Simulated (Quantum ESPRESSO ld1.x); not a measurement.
Results of a calculation; reference values are marked as such.
Q: Coherent X-ray form factor from a spherical all-electron density. Code: ld1.x of Quantum ESPRESSO 7.5. Model: scalar-relativistic Kohn-Sham, LDA (Slater exchange, VWN5 correlation), spin-polarised, spherical densities, point nucleus.

sin(theta)/lambda (1/angstrom),f0 (electrons)
0.05,71.054
0.1,68.569
0.15,65.267
0.2,61.708
0.25,58.160
0.3,54.727
0.4,48.382
0.5,42.870
0.6,38.163
0.8,30.630
1,25.020
1.25,20.209
1.5,17.200
2,13.612

The species is in the configuration that NIST lists as its ground one. Which atom or ion scatters so?

A: The tantalum ion Ta+, [Xe] 4f14 5d3 6s1. Extrapolating in s^2 from the first two rows gives f0(0) = 71.9, near the electron count 72; among species with that count, the fall with angle is slower the higher Z, and the table is that of Z = 73; from so few rows the species is fixed only to a neighbour or two.
